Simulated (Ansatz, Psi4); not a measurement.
Intermolecular potential of CH6Si ··· HF (SMILES C[SiH3] and F). Monomers: optimised at B3LYP-D3(BJ) (def2-TZVP), held rigid. Orientation: lowest of the rigid-body minima from ten starts at GFN2-xTB. The monomers approach along the line of their centres of mass (distance R); nothing else relaxes.

PBE/def2-TZVP, counterpoise-corrected (Psi4); PBE-D3(BJ)/def2-TZVP, counterpoise-corrected (Psi4); PBE0/def2-TZVP, counterpoise-corrected (Psi4); CCSD(T)/aug-cc-pVDZ = CCSD(T) on RHF/aug-cc-pVDZ, frozen core, counterpoise-corrected in Ansatz (a quantum-chemistry and plane-wave program).

Interaction energies in kJ/mol; the last columns give the difference from CCSD(T):

```tsv
R / Å	PBE/def2-TZVP	PBE-D3(BJ)/def2-TZVP	PBE0/def2-TZVP	CCSD(T)/aug-cc-pVDZ	PBE/def2-TZVP − CCSD(T)/aug-cc-pVDZ	PBE-D3(BJ)/def2-TZVP − CCSD(T)/aug-cc-pVDZ	PBE0/def2-TZVP − CCSD(T)/aug-cc-pVDZ
3.01	6.64	2.82	8.91	14.77	-8.12	-11.95	-5.85
3.18	0.64	-2.90	2.47	6.20	-5.56	-9.10	-3.73
3.41	-2.69	-5.81	-1.27	0.65	-3.34	-6.46	-1.92
3.64	-3.46	-6.13	-2.33	-1.45	-2.01	-4.69	-0.88
3.79	-3.38	-5.78	-2.42	-1.93	-1.45	-3.85	-0.49
4.12	-2.73	-4.53	-2.06	-1.97	-0.75	-2.56	-0.08
4.39	-2.12	-3.50	-1.63	-1.66	-0.46	-1.85	0.02
4.89	-1.24	-2.04	-0.99	-1.07	-0.17	-0.96	0.08
5.60	-0.58	-0.93	-0.50	-0.57	0.00	-0.36	0.07
6.65	-0.26	-0.37	-0.24	-0.26	0.01	-0.11	0.02
7.88	-0.14	-0.18	-0.13	-0.13	-0.01	-0.05	0.00
```

PBE/def2-TZVP is furthest from CCSD(T)/aug-cc-pVDZ at 3.01 (-8.12 kJ/mol, below); its mean absolute difference over the points is 1.99 kJ/mol.

PBE-D3(BJ)/def2-TZVP is furthest from CCSD(T)/aug-cc-pVDZ at 3.01 (-11.95 kJ/mol, below); its mean absolute difference over the points is 3.81 kJ/mol.

PBE0/def2-TZVP is furthest from CCSD(T)/aug-cc-pVDZ at 3.01 (-5.85 kJ/mol, below); its mean absolute difference over the points is 1.20 kJ/mol.
